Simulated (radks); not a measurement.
Results of a calculation; reference values are marked as such.
The copper ion Cu+ inside a hard spherical wall (all orbitals vanish at R), configuration held at [Ar] 3d10 and not refilled when levels cross. Code: a radial shooting solver on a logarithmic mesh with Libxc functionals. Model: non-relativistic Kohn-Sham, PBE, spin-polarised, spherical densities, point nucleus. Eigenvalues in eV for spin up, with the zero of energy where the potential of the charges vanishes at infinity; a dash marks a level that is unbound or too diffuse for the functional's potential to be trusted. A positive occupied level is held by the wall or, in an anion where self-interaction has pushed it up, behind a barrier. The pressure on the wall is -dE/dV.

[
 {"R (bohr)": "free", "E (hartree)": "-1639.99952", "kinetic (hartree)": "1638.820", "e(2p)": "-919.94", "e(3s)": "-119.49", "e(3p)": "-79.675", "e(3d)": "-13.752", "e(4s, empty)": "-11.588", "e(4p, empty)": "-6.471", "pressure (GPa)": "0"},
 {"R (bohr)": "12", "E (hartree)": "-1639.99952", "kinetic (hartree)": "1638.820", "e(2p)": "-919.94", "e(3s)": "-119.49", "e(3p)": "-79.675", "e(3d)": "-13.752", "e(4s, empty)": "-11.588", "e(4p, empty)": "-6.470", "pressure (GPa)": "< 0.0001"},
 {"R (bohr)": "7", "E (hartree)": "-1639.99933", "kinetic (hartree)": "1638.822", "e(2p)": "-919.92", "e(3s)": "-119.47", "e(3p)": "-79.655", "e(3d)": "-13.733", "e(4s, empty)": "-11.536", "e(4p, empty)": "-6.179", "pressure (GPa)": "0.0162"},
 {"R (bohr)": "6", "E (hartree)": "-1639.99838", "kinetic (hartree)": "1638.831", "e(2p)": "-919.85", "e(3s)": "-119.40", "e(3p)": "-79.584", "e(3d)": "-13.667", "e(4s, empty)": "-11.368", "e(4p, empty)": "-5.677", "pressure (GPa)": "0.132"},
 {"R (bohr)": "5", "E (hartree)": "-1639.99279", "kinetic (hartree)": "1638.872", "e(2p)": "-919.52", "e(3s)": "-119.10", "e(3p)": "-79.289", "e(3d)": "-13.388", "e(4s, empty)": "-10.716", "e(4p, empty)": "-4.311", "pressure (GPa)": "1.12"},
 {"R (bohr)": "3.5", "E (hartree)": "-1639.89840", "kinetic (hartree)": "1639.372", "e(2p)": "-916.50", "e(3s)": "-116.45", "e(3p)": "-76.696", "e(3d)": "-10.852", "e(4s, empty)": "-4.947", "e(4p, empty)": "4.259", "pressure (GPa)": "36.1"},
 {"R (bohr)": "3", "E (hartree)": "-1639.73610", "kinetic (hartree)": "1640.099", "e(2p)": "-912.99", "e(3s)": "-113.57", "e(3p)": "-73.876", "e(3d)": "-7.953", "e(4s, empty)": "2.025", "e(4p, empty)": "13.235", "pressure (GPa)": "135"},
 {"R (bohr)": "2.5", "E (hartree)": "-1639.26072", "kinetic (hartree)": "1642.071", "e(2p)": "-905.50", "e(3s)": "-107.81", "e(3p)": "-68.225", "e(3d)": "-1.804", "e(4s, empty)": "18.054", "e(4p, empty)": "32.384", "pressure (GPa)": "603"},
 {"R (bohr)": "2", "E (hartree)": "-1637.59479", "kinetic (hartree)": "1648.795", "e(2p)": "-887.53", "e(3s)": "-95.215", "e(3p)": "-55.518", "e(3d)": "12.846", "e(4s, empty)": "60.033", "e(4p, empty)": "78.850", "pressure (GPa)": "3640"},
 {"R (bohr)": "1.5", "E (hartree)": "-1629.75219", "kinetic (hartree)": "1678.337", "e(2p)": "-835.30", "e(3s)": "-59.727", "e(3p)": "-18.166", "e(3d)": "55.753", "e(4s, empty)": "193.10", "e(4p, empty)": "214.95", "pressure (GPa)": "34600"}
]
